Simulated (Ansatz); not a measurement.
`CC(=O)O[SiH3]` + H• → `CC(=O)O[SiH2]`• + H₂  (hydrogen abstraction from the Si–H bond)

Program: Ansatz. Geometries: PBE0-D4/def2-TZVP. ΔE: electronic, gas phase. CBS: MP2 limit from def2 TZ/QZ plus the TZ coupled-cluster correction, frozen cores. This one scheme is used for every species, atoms too. Functionals use def2-TZVPP. HSE06 is defined as in plane-wave codes. No spin–orbit coupling; open shells (•) take unrestricted orbitals.

```tsv
level	ΔE (kcal/mol)	difference from CCSD(T)/CBS
PBE-D4	-13.0	-2.4
r2SCAN-D4	-13.9	-3.3
HSE06-D4	-11.2	-0.6
BHLYP-D4	-11.1	-0.5
B2PLYP	-11.7	-1.1
r2SCAN	-14.0	-3.4
CAM-B3LYP	-11.8	-1.2
HF/def2-TZVPP	-5.0	5.6
MP2/def2-TZVPP	-8.3	2.3
SCS-MP2/def2-QZVPP	-9.1	1.5
CCSD(T)/CBS	-10.6	0
```

Largest T1 diagnostic among the species: 0.016.

At CCSD(T), def2-SVP lies +1.9 kcal/mol from the extrapolated value and def2-TZVPP −0.1 kcal/mol. Leaving LDA and LC-ωPBE aside and taking each functional with its dispersion term where it has one, the values, not all of them listed here, spread over 6.4 kcal/mol, from BLYP-D4 to ωB97X-V. LDA lies +1.1 kcal/mol from PBE without D4.
